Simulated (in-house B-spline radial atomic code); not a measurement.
A fraction x of an electron is removed from 4d in the palladium ion Pd⁺, starting from [Kr] 4d9 and keeping the highest spin. Method: scalar-relativistic (X2C) PBE, spin-polarised, spherical fractional occupations, Fermi nucleus of rms radius 4.5318 fm. Calculated with an all-electron radial atomic-structure program (B-spline basis).

| x | E(x) - E(0) (eV) | 4d down level (eV) |
| --- | --- | --- |
| 0 | 0.0000 | -14.263 |
| 0.08 | 1.1776 | -15.179 |
| 0.17 | 2.5906 | -16.224 |
| 0.34 | 5.5191 | -18.238 |
| 0.47 | 7.9920 | -19.813 |
| 0.5 | 8.5919 | -20.180 |
| 0.51 | 8.7943 | -20.303 |
| 0.7 | 12.8757 | -22.669 |
| 0.79 | 14.9671 | -23.809 |
| 0.94 | 18.6828 | -25.739 |
| 1 | 20.2505 | -26.520 |

The exact functional would give a straight line between the two integer points. Deviations E(x) - E(0) - x[E(1) - E(0)], in eV: -0.442 at x = 0.08, -0.852 at x = 0.17, -1.366 at x = 0.34, -1.526 at x = 0.47, -1.533 at x = 0.5, -1.533 at x = 0.51, -1.3 at x = 0.7, -1.031 at x = 0.79, -0.353 at x = 0.94.

The curve lies below the straight line by up to 1.533 eV (at x = 0.5): convex, the delocalisation error that favours fractional charges.

**Question.** How well does Slater's transition state (minus the level at half occupation) give the ionisation energy?

**Answer.** It gives 20.180 eV against 20.250 eV from the two total energies; NIST lists 19.43 eV, ground level to ground level.
